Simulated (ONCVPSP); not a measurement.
niobium: one change to an ONCV potential, before and after

ONCVPSP 4.0.1 input, shortened (lines: element, Z, core and valence counts, functional; n l f; lmax; l rc ep ncon nbas qcut; lloc lpopt rc5 dvloc0; l nproj debl; icmod fcfact rcfact), PBE, non-relativistic:

```
  Nb 41.00    6    5        4      upf
    1    0    2.00
    2    0    2.00
    2    1    6.00
    3    0    2.00
    3    1    6.00
    3    2   10.00
    4    0    2.00
    4    1    6.00
    4    2    4.00
    5    0    0.50
    5    1    0.50
    2
    0    1.60    0.00    3    8    7.40
    1    1.75    0.00    3    6    6.60
    2    2.15    0.00    5    9    6.00
    4    5    1.20    6.00
    0    2    2.30
    1    2    2.50
    2    2    1.30
    0    0.00    0.00
```

All-electron outer shells of the reference configuration (PBE, non-relativistic, ld1.x):

```json
{"shell": "3p", "level (eV)": "-342.52", "outermost node (bohr)": "0.17", "outermost maximum (bohr)": "0.40"}
{"shell": "3d", "level (eV)": "-200.03", "outermost node (bohr)": "–", "outermost maximum (bohr)": "0.33"}
{"shell": "4s", "level (eV)": "-55.99", "outermost node (bohr)": "0.55", "outermost maximum (bohr)": "1.06"}
{"shell": "4p", "level (eV)": "-34.54", "outermost node (bohr)": "0.55", "outermost maximum (bohr)": "1.13"}
{"shell": "5s", "level (eV)": "-4.12", "outermost node (bohr)": "1.44", "outermost maximum (bohr)": "3.15"}
{"shell": "4d", "level (eV)": "-3.81", "outermost node (bohr)": "0.55", "outermost maximum (bohr)": "1.47"}
{"shell": "5p", "level (eV)": "-1.42", "outermost node (bohr)": "1.64", "outermost maximum (bohr)": "4.26"}
```

Change: d: rc 1.46.

Cutoffs: the cutoffs (Ha) at which the residual kinetic energy of the hardest occupied pseudo-wave falls to 1 and 0.1 mHa per electron; they do not see the model core or the augmentation charge, which bear on the density cutoff. Errors are all-electron minus pseudo energies relative to the spin-unpolarised reference configuration.

Q: Predict the effect on cutoff, ghosts and configuration errors.

A: The potential gets harder (19 Ha and 23 Ha → 19 Ha and 70 Ha); of the 4 tests that both files solve, the error grows in 1 and shrinks in 0 by more than 15 % and 0.3 meV (median size 0.1 → 0.2 meV); neither file shows a bound ghost. A smaller radius makes the pseudo-wave follow the all-electron one further in, where it bends more sharply, so more plane waves are needed.

| quantity | base | changed |
| --- | --- | --- |
| cutoff, loose | 19 Ha | 19 Ha |
| cutoff, tight | 23 Ha | 70 Ha |
| loose cutoff by channel | s 19 Ha, p 10 Ha, d 15 Ha | s 19 Ha, p 10 Ha, d 18 Ha |
| bound ghosts | none | none |
| GHOST(+) flags under 300 eV | s at 266.0 eV | s at 266.0 eV |
| error for 4s2 4p6 4d4 5s1 5p0, meV [ΔE -1.33 eV] | 0.0 | 0.0 |
| error for 4s2 4p6 4d4 5s0 5p0, meV [ΔE 4.98 eV] | -0.1 | -0.2 |
| error for 4s2 4p6 4d3 5s0 5p0, meV [ΔE 19.22 eV] | +0.5 | +0.2 |
| error for 4s2 4p6 4d3 5s1 5p1, meV [ΔE 1.75 eV] | 0.0 | -1.2 |
| s: phases at 1.62 bohr within 0.05 rad from the reference energy up to (Ha; the scan ends near 5) | to the end of the scan | to the end of the scan |
| p: phases at 1.77 bohr within 0.05 rad from the reference energy up to (Ha; the scan ends near 5) | to the end of the scan | to the end of the scan |
